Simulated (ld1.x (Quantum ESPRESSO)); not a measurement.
## Before and after: RRKJ potential for ruthenium (Ru)

ruthenium (Ru), norm-conserving RRKJ (Kleinman–Bylander form), made with ld1.x (Quantum ESPRESSO) 7.5 (PBE, fully relativistic). Core [Kr], reference 4d7 5s1 5p0. Waves: 5s (bound): rc 2.60 bohr; 5p (bound, empty): rc 3.25 bohr; 4d (bound): rc 1.90 bohr; 4f channel at 0.45 Ry: rc 2.90 bohr. Local part: all-electron potential smoothed inside 1.55 bohr (lloc = -2). Core correction: a·sin(br)/r model core, default radius (core density twice the valence density). rho0 = 0.005.

Open shells are filled in proportion to 2j + 1 (rel_dist='average').

All-electron outer shells of the reference configuration (PBE, scalar-relativistic, ld1.x):

| shell | level (eV) | outermost node (bohr) | outermost maximum (bohr) |
| --- | --- | --- | --- |
| 4s | -76.37 | 0.48 | 0.92 |
| 4p | -46.42 | 0.49 | 0.98 |
| 4d | -5.20 | 0.48 | 1.21 |
| 5s | -4.24 | 1.24 | 2.73 |
| 5p | -0.91 | 1.41 | 3.97 |

Change: local potential all-electron potential smoothed inside 2.68 bohr (lloc = -2).

Cutoffs: the cutoffs (Ry, on a coarse ladder) from which the occupation-weighted sum of valence levels, in a spherical-Bessel basis at the reference potential, stays within 10 and 1 mRy of its value at 400 Ry; they do not see the model core or the augmentation charge, which bear on the density cutoff. Errors are all-electron minus pseudo energies relative to the spin-unpolarised reference configuration.

**Question.** Predict the effect on cutoff, ghosts and configuration errors.

**Answer.** The potential gets neither clearly harder nor softer (40 Ry and 50 Ry → 40 Ry and 45 Ry); the bound ghost in s disappears; of the 7 tests that both files solve, the error grows in 6 and shrinks in 0 by more than 15 % and 0.3 meV (median size 46.4 → 95.3 meV); the range in which the p3/2 phases agree widens (upper end 0.7 → 1.8); the range in which the d3/2 phases agree narrows (upper end 4.1 → 0.6). In the separable form a ghost depends on how the local part lies against the semilocal potential of the channel, so the choice of the local part can create or remove one. The local part now departs from the all-electron potential out to 2.68 bohr, far beyond the d radius of 1.90 bohr, and whatever the projectors do not describe feels it: the likely cause.

| quantity | base | changed |
| --- | --- | --- |
| cutoff, loose | 40 Ry | 40 Ry |
| cutoff, tight | 50 Ry | 45 Ry |
| bound ghosts | s | none |
| error for 4d7 5s0 5p0, meV [ΔE 7.29 eV] | -11 | -11 |
| error for 4d6 5s0 5p0, meV [ΔE 25.48 eV] | -46 | -95 |
| error for 4d5 5s0 5p0, meV [ΔE 56.10 eV] | -323 | -530 |
| error for 4d6 5s1 5p1, meV [ΔE 5.65 eV] | -90 | -109 |
| error for 4d4 5s0 5p0, meV [ΔE 100.61 eV] | -1027 | -1475 |
| error for 4d7 5s0 5p1, meV [ΔE 3.46 eV] | -2.4 | -2.9 |
| error for 4d8 5s0 5p0, meV [ΔE -0.33 eV] | -41 | -63 |
| s: phases at 3.57 bohr within 0.05 rad from the reference energy up to (Ry; the scan ends near 5) | 2.0 | 1.1 |
| p1/2: phases at 3.57 bohr within 0.05 rad from the reference energy up to (Ry; the scan ends near 5) | 0.9 | 1.8 |
| p3/2: phases at 3.57 bohr within 0.05 rad from the reference energy up to (Ry; the scan ends near 5) | 0.7 | 1.8 |
| d3/2: phases at 3.57 bohr within 0.05 rad from the reference energy up to (Ry; the scan ends near 5) | 4.1 | 0.6 |
| d5/2: phases at 3.57 bohr within 0.05 rad from the reference energy up to (Ry; the scan ends near 5) | 4.2 | 0.6 |
| f5/2: phases at 3.57 bohr within 0.05 rad from the reference energy up to (Ry; the scan ends near 5) | 2.6 | 2.6 |
| f7/2: phases at 3.57 bohr within 0.05 rad from the reference energy up to (Ry; the scan ends near 5) | 2.6 | 2.6 |

Base: These tests converged, but a pseudo level misses the all-electron one widely, so the file describes the atom poorly there or has found another state: 4d4 5s0 5p0: empty 5p by 7.8 eV (a node warning on the way). A true bound ghost makes a file unfit for plane-wave use even where its test errors are small: the radial tests pick states by their node count and pass the ghost by.
